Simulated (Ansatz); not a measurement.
```xyz
11

N     0.2116   -1.1165    1.3525
Si    0.6553    0.2591    0.4589
Br    2.2238   -0.1386   -1.1231
C    -0.8305    0.8303   -0.5405
O    -1.2172   -0.1749   -1.4682
H    -0.3738   -1.8061    0.9055
H     0.8536   -1.5449    1.9998
H     1.2582    1.2645    1.3628
H    -0.6361    1.7918   -1.0334
H    -1.6798    0.9787    0.1324
H    -0.4651   -0.3433   -2.0467
```

Total charge 0; spin multiplicity 1.

**Question.** List the PBE/def2-TZVPP orbital energies in eV (Ansatz). (Best estimate.)

**Answer.** Ansatz gave: Occupied: -13088.62, -1780.45, -1681.76, -1516.12, -1516.07, -1516.06, -510.51, -380.41, -270.12, -228.54, -170.69, -170.52, -170.51, -138.09, -94.89, -94.80, -94.78, -67.36, -67.31, -67.31, -67.18, -67.18, -25.72, -21.53, -19.08, -17.00, -13.38, -12.56, -12.38, -10.86, -10.12, -9.88, -8.87, -7.98, -7.34, -7.10, -6.53, -6.11. Lowest empty: -0.62, -0.09, 0.43, 0.65, 1.30, 1.43, 1.81, 1.93.
